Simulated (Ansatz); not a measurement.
These are Ansatz (a first-principles code) with PBE0-D3(BJ)/def2-SVP values and carry that method's errors. No frequencies were computed at this level.

Ansatz 0.2 input:
```yaml
crystal:
  periodic: [false, false, false]
  atoms:
    - { symbol: Al, position_ang: [0.153302, -0.249971, -0.150004] }
    - { symbol: C, position_ang: [0.929138, -0.915907, 1.578194] }
    - { symbol: H, position_ang: [0.184007, -1.249067, 2.309711] }
    - { symbol: H, position_ang: [1.561951, -0.184947, 2.09289] }
    - { symbol: H, position_ang: [1.569815, -1.785199, 1.402551] }
    - { symbol: C, position_ang: [1.275987, 0.828163, -1.418108] }
    - { symbol: H, position_ang: [1.935449, 0.176696, -1.999249] }
    - { symbol: H, position_ang: [1.936988, 1.547125, -0.922228] }
    - { symbol: H, position_ang: [0.703274, 1.39632, -2.160162] }
    - { symbol: C, position_ang: [-1.376301, -1.293831, -0.935459] }
    - { symbol: H, position_ang: [-2.130074, -1.607522, -0.204182] }
    - { symbol: H, position_ang: [-1.019981, -2.217616, -1.399197] }
    - { symbol: H, position_ang: [-1.91944, -0.76275, -1.72539] }
    - { symbol: O, position_ang: [-0.836559, 1.268967, 0.623365] }
    - { symbol: H, position_ang: [-1.310809, 1.195582, 1.455923] }
    - { symbol: H, position_ang: [-1.177866, 1.987856, 0.085102] }
basis:
  gaussian: { orbitals: def2-svp }
hamiltonian:
  xc: pbe0
  dispersion: d3bj
relax:
  max_steps: 150
```

Output:

```
[...]
relax step  14: F+E_penalty+E_count = -11920.50856524 eV  Δ(F+E_penalty+E_count) = -2.229e-4 eV  max|allowed force component| = 1.755e-2 eV/Å  Δτ_max = 0.0312 Å  (23 SCF iters, accepted)
these checks for a lower state are left out or cut short: starts, cluster_reference, orbital_swaps, neighbouring_geometries, increment
1397 factors; integrals over basis functions are off by at most 2.7e-4 eV
mean field -11920.24412249 eV, -438.0608916697 hartree, gradient 4.5e-5 eV, S^2 0.000000; 0 other end points of the search recorded, 0 dependent functions left out
reference -11920.24415161 eV, -438.0608927400 hartree; 25, 25 occupied and 104, 104 virtual orbitals, 1397 factors
relax step  15: F+E_penalty+E_count = -11920.50899742 eV  Δ(F+E_penalty+E_count) = -4.322e-4 eV  max|allowed force component| = 9.033e-2 eV/Å  Δτ_max = 0.0488 Å  (24 SCF iters, accepted)
these checks for a lower state are left out or cut short: starts, cluster_reference, orbital_swaps, neighbouring_geometries, increment
1397 factors; integrals over basis functions are off by at most 2.7e-4 eV
mean field -11920.24420924 eV, -438.0608948578 hartree, gradient 4.6e-5 eV, S^2 0.000000; 0 other end points of the search recorded, 0 dependent functions left out
reference -11920.24423836 eV, -438.0608959282 hartree; 25, 25 occupied and 104, 104 virtual orbitals, 1397 factors
relax step  16: F+E_penalty+E_count = -11920.50907557 eV  Δ(F+E_penalty+E_count) = -7.815e-5 eV  max|allowed force component| = 2.366e-1 eV/Å  Δτ_max = 0.0600 Å  (23 SCF iters, accepted)
these checks for a lower state are left out or cut short: starts, cluster_reference, orbital_swaps, neighbouring_geometries, increment
1397 factors; integrals over basis functions are off by at most 2.7e-4 eV
mean field evaluation 96: about -11920.2293 eV, gradient 9.2e-3 eV
mean field -11920.24559212 eV, -438.0609456778 hartree, gradient 4.5e-5 eV, S^2 0.000000; 0 other end points of the search recorded, 0 dependent functions left out
reference -11920.24562126 eV, -438.0609467485 hartree; 25, 25 occupied and 104, 104 virtual orbitals, 1397 factors
relax step  17: F+E_penalty+E_count = -11920.51046381 eV  Δ(F+E_penalty+E_count) = -1.388e-3 eV  max|allowed force component| = 1.349e-1 eV/Å  Δτ_max = 0.0384 Å  (23 SCF iters, accepted)
these checks for a lower state are left out or cut short: starts, cluster_reference, orbital_swaps, neighbouring_geometries, increment
1397 factors; integrals over basis functions are off by at most 3.4e-4 eV
mean field -11920.24831025 eV, -438.0610455673 hartree, gradient 1.7e-5 eV, S^2 0.000000; 0 other end points of the search recorded, 0 dependent functions left out
reference -11920.24833943 eV, -438.0610466396 hartree; 25, 25 occupied and 104, 104 virtual orbitals, 1397 factors
relax step  18: F+E_penalty+E_count = -11920.51328829 eV  Δ(F+E_penalty+E_count) = -2.824e-3 eV  max|allowed force component| = 9.697e-2 eV/Å  Δτ_max = 0.1687 Å  (25 SCF iters, accepted)
these checks for a lower state are left out or cut short: starts, cluster_reference, orbital_swaps, neighbouring_geometries, increment
1397 factors; integrals over basis functions are off by at most 4.2e-4 eV
mean field -11920.25205609 eV, -438.0611832242 hartree, gradient 8.7e-6 eV, S^2 0.000000; 0 other end points of the search recorded, 0 dependent functions left out
reference -11920.25208534 eV, -438.0611842992 hartree; 25, 25 occupied and 104, 104 virtual orbitals, 1397 factors
relax step  19: F+E_penalty+E_count = -11920.51707849 eV  Δ(F+E_penalty+E_count) = -3.790e-3 eV  max|allowed force component| = 1.535e-2 eV/Å  Δτ_max = 0.1262 Å  (27 SCF iters, accepted)
these checks for a lower state are left out or cut short: starts, cluster_reference, orbital_swaps, neighbouring_geometries, increment
1397 factors; integrals over basis functions are off by at most 4.4e-4 eV
mean field -11920.21976948 eV, -438.0599967133 hartree, gradient 1.0e-5 eV, S^2 0.000000; 0 other end points of the search recorded, 0 dependent functions left out
reference -11920.21979875 eV, -438.0599977889 hartree; 25, 25 occupied and 104, 104 virtual orbitals, 1397 factors
relax step  20: F+E_penalty+E_count = -11920.48486037 eV  Δ(F+E_penalty+E_count) = +3.222e-2 eV  max|allowed force component| = 1.260e0 eV/Å  Δτ_max = 0.1953 Å  (26 SCF iters, rejected (line search))
these checks for a lower state are left out or cut short: starts, cluster_reference, orbital_swaps, neighbouring_geometries, increment
1397 factors; integrals over basis functions are off by at most 4.7e-4 eV
mean field -11920.25382462 eV, -438.0612482165 hartree, gradient 5.4e-5 eV, S^2 0.000000; 0 other end points of the search recorded, 0 dependent functions left out
reference -11920.25385391 eV, -438.0612492928 hartree; 25, 25 occupied and 104, 104 virtual orbitals, 1397 factors
relax step  21: F+E_penalty+E_count = -11920.51910329 eV  Δ(F+E_penalty+E_count) = -2.025e-3 eV  max|allowed force component| = 2.072e-2 eV/Å  Δτ_max = 0.0977 Å  (23 SCF iters, accepted)
these checks for a lower state are left out or cut short: starts, cluster_reference, orbital_swaps, neighbouring_geometries, increment
1397 factors; integrals over basis functions are off by at most 4.9e-4 eV
mean field evaluation 128: about -11920.2531 eV, gradient 8.9e-2 eV
mean field -11920.25313208 eV, -438.0612227663 hartree, gradient 5.6e-5 eV, S^2 0.000000; 0 other end points of the search recorded, 0 dependent functions left out
reference -11920.25316139 eV, -438.0612238433 hartree; 25, 25 occupied and 104, 104 virtual orbitals, 1397 factors
relax step  22: F+E_penalty+E_count = -11920.51846114 eV  Δ(F+E_penalty+E_count) = +6.421e-4 eV  max|allowed force component| = 3.340e-1 eV/Å  Δτ_max = 0.0995 Å  (24 SCF iters, rejected (line search))
these checks for a lower state are left out or cut short: starts, cluster_reference, orbital_swaps, neighbouring_geometries, increment
1397 factors; integrals over basis functions are off by at most 4.9e-4 eV
mean field -11920.25473696 eV, -438.0612817444 hartree, gradient 4.5e-5 eV, S^2 0.000000; 0 other end points of the search recorded, 0 dependent functions left out
reference -11920.25476627 eV, -438.0612828216 hartree; 25, 25 occupied and 104, 104 virtual orbitals, 1397 factors
relax step  23: F+E_penalty+E_count = -11920.51997340 eV  Δ(F+E_penalty+E_count) = -8.701e-4 eV  max|allowed force component| = 1.202e-2 eV/Å  Δτ_max = 0.0497 Å  (23 SCF iters, accepted)
these checks for a lower state are left out or cut short: starts, cluster_reference, orbital_swaps, neighbouring_geometries, increment
1397 factors; integrals over basis functions are off by at most 5.0e-4 eV
mean field -11920.25530755 eV, -438.0613027133 hartree, gradient 4.4e-5 eV, S^2 0.000000; 0 other end points of the search recorded, 0 dependent functions left out
reference -11920.25533688 eV, -438.0613037909 hartree; 25, 25 occupied and 104, 104 virtual orbitals, 1397 factors
relax step  24: F+E_penalty+E_count = -11920.52058523 eV  Δ(F+E_penalty+E_count) = -6.118e-4 eV  max|allowed force component| = 8.114e-2 eV/Å  Δτ_max = 0.0488 Å  (23 SCF iters, accepted)
these checks for a lower state are left out or cut short: starts, cluster_reference, orbital_swaps, neighbouring_geometries, increment
1397 factors; integrals over basis functions are off by at most 5.2e-4 eV
mean field -11920.25545242 eV, -438.0613080372 hartree, gradient 4.2e-5 eV, S^2 0.000000; 0 other end points of the search recorded, 0 dependent functions left out
reference -11920.25548179 eV, -438.0613091164 hartree; 25, 25 occupied and 104, 104 virtual orbitals, 1397 factors
relax step  25: F+E_penalty+E_count = -11920.52066023 eV  Δ(F+E_penalty+E_count) = -7.500e-5 eV  max|allowed force component| = 1.953e-1 eV/Å  Δτ_max = 0.0604 Å  (23 SCF iters, accepted)
these checks for a lower state are left out or cut short: starts, cluster_reference, orbital_swaps, neighbouring_geometries, increment
1397 factors; integrals over basis functions are off by at most 5.3e-4 eV
mean field -11920.25633192 eV, -438.0613403581 hartree, gradient 4.2e-5 eV, S^2 0.000000; 0 other end points of the search recorded, 0 dependent functions left out
reference -11920.25636130 eV, -438.0613414377 hartree; 25, 25 occupied and 104, 104 virtual orbitals, 1397 factors
relax step  26: F+E_penalty+E_count = -11920.52165159 eV  Δ(F+E_penalty+E_count) = -9.914e-4 eV  max|allowed force component| = 5.518e-2 eV/Å  Δτ_max = 0.0215 Å  (24 SCF iters, accepted)
these checks for a lower state are left out or cut short: starts, cluster_reference, orbital_swaps, neighbouring_geometries, increment
1397 factors; integrals over basis functions are off by at most 5.4e-4 eV
mean field -11920.25665011 eV, -438.0613520513 hartree, gradient 4.1e-5 eV, S^2 0.000000; 0 other end points of the search recorded, 0 dependent functions left out
reference -11920.25667951 eV, -438.0613531319 hartree; 25, 25 occupied and 104, 104 virtual orbitals, 1397 factors
relax step  27: F+E_penalty+E_count = -11920.52195069 eV  Δ(F+E_penalty+E_count) = -2.991e-4 eV  max|allowed force component| = 7.510e-3 eV/Å  Δτ_max = 0.0231 Å  (23 SCF iters, accepted)
these checks for a lower state are left out or cut short: starts, cluster_reference, orbital_swaps, neighbouring_geometries, increment
1397 factors; integrals over basis functions are off by at most 5.5e-4 eV
mean field evaluation 160: about -11920.2569 eV, gradient 4.2e-5 eV
mean field -11920.25690902 eV, -438.0613615660 hartree, gradient 4.2e-5 eV, S^2 0.000000; 0 other end points of the search recorded, 0 dependent functions left out
reference -11920.25693847 eV, -438.0613626482 hartree; 25, 25 occupied and 104, 104 virtual orbitals, 1397 factors
relax step  28: F+E_penalty+E_count = -11920.52222273 eV  Δ(F+E_penalty+E_count) = -2.720e-4 eV  max|allowed force component| = 4.698e-2 eV/Å  Δτ_max = 0.0491 Å  (23 SCF iters, accepted)
these checks for a lower state are left out or cut short: starts, cluster_reference, orbital_swaps, neighbouring_geometries, increment
1397 factors; integrals over basis functions are off by at most 5.5e-4 eV
mean field -11920.25696319 eV, -438.0613635568 hartree, gradient 4.1e-5 eV, S^2 0.000000; 0 other end points of the search recorded, 0 dependent functions left out
reference -11920.25699266 eV, -438.0613646399 hartree; 25, 25 occupied and 104, 104 virtual orbitals, 1397 factors
relax step  29: F+E_penalty+E_count = -11920.52229406 eV  Δ(F+E_penalty+E_count) = -7.133e-5 eV  max|allowed force component| = 5.695e-2 eV/Å  Δτ_max = 0.0334 Å  (23 SCF iters, accepted)
these checks for a lower state are left out or cut short: starts, cluster_reference, orbital_swaps, neighbouring_geometries, increment
1397 factors; integrals over basis functions are off by at most 5.5e-4 eV
mean field -11920.25701731 eV, -438.0613655457 hartree, gradient 5.3e-5 eV, S^2 0.000000; 0 other end points of the search recorded, 0 dependent functions left out
reference -11920.25704678 eV, -438.0613666288 hartree; 25, 25 occupied and 104, 104 virtual orbitals, 1397 factors
relax step  30: F+E_penalty+E_count = -11920.52236121 eV  Δ(F+E_penalty+E_count) = -6.715e-5 eV  max|allowed force component| = 1.985e-2 eV/Å  Δτ_max = 0.0017 Å  (18 SCF iters, accepted)
these checks for a lower state are left out or cut short: starts, cluster_reference, orbital_swaps, neighbouring_geometries, increment
1397 factors; integrals over basis functions are off by at most 5.5e-4 eV
mean field -11920.25703089 eV, -438.0613660448 hartree, gradient 1.4e-5 eV, S^2 0.000000; 0 other end points of the search recorded, 0 dependent functions left out
reference -11920.25706036 eV, -438.0613671279 hartree; 25, 25 occupied and 104, 104 virtual orbitals, 1397 factors
relax step  31: F+E_penalty+E_count = -11920.52238044 eV  Δ(F+E_penalty+E_count) = -1.923e-5 eV  max|allowed force component| = 6.094e-4 eV/Å  Δτ_max = 0.0053 Å  (21 SCF iters, accepted)
1397 factors; integrals over basis functions are off by at most 5.5e-4 eV
mean field -11920.25703089 eV, -438.0613660448 hartree, gradient 1.4e-5 eV, S^2 0.000000; 1 other end points of the search recorded, 0 dependent functions left out
reference -11920.25706036 eV, -438.0613671279 hartree; 25, 25 occupied and 104, 104 virtual orbitals, 1397 factors
Total energy: -11920.52240992 eV, -438.0711185441 hartree
Atom 0 at     0.159762    -0.179414    -0.194275 Å, force     0.000296    -0.000129    -0.000199 eV/Å
Atom 1 at     0.887403    -0.840801     1.528525 Å, force     0.000233    -0.000342     0.000185 eV/Å
Atom 2 at     0.114050    -1.196020     2.233141 Å, force     0.000041    -0.000016     0.000151 eV/Å
Atom 3 at     1.506062    -0.095431     2.060469 Å, force    -0.000040    -0.000011    -0.000092 eV/Å
Atom 4 at     1.552489    -1.704964     1.351908 Å, force    -0.000214    -0.000024    -0.000124 eV/Å
Atom 5 at     1.391214     0.736008    -1.429951 Å, force    -0.000010     0.000021    -0.000103 eV/Å
Atom 6 at     2.051870     0.009756    -1.935893 Å, force    -0.000016    -0.000076     0.000113 eV/Å
Atom 7 at     2.051858     1.455010    -0.916034 Å, force    -0.000006     0.000091    -0.000043 eV/Å
Atom 8 at     0.862219     1.285818    -2.227099 Å, force     0.000103     0.000086    -0.000081 eV/Å
Atom 9 at    -1.373943    -1.169769    -0.970113 Å, force     0.000073    -0.000070    -0.000057 eV/Å
Atom 10 at    -2.106588    -1.517506    -0.219780 Å, force    -0.000111     0.000155    -0.000013 eV/Å
Atom 11 at    -1.015890    -2.079443    -1.484520 Å, force     0.000056    -0.000044    -0.000044 eV/Å
Atom 12 at    -1.927368    -0.595870    -1.735396 Å, force    -0.000030     0.000061     0.000073 eV/Å
Atom 13 at    -0.940259     1.373552     0.599807 Å, force    -0.000286     0.000117    -0.000231 eV/Å
Atom 14 at    -0.852753     1.394360     1.562283 Å, force    -0.000317     0.000609     0.000090 eV/Å
Atom 15 at    -1.881243     1.258616     0.410684 Å, force     0.000229    -0.000427     0.000376 eV/Å
Dipole moment:    -0.584660     0.432581     0.469038 e Å
```

Cost: very roughly 4 core-minutes.
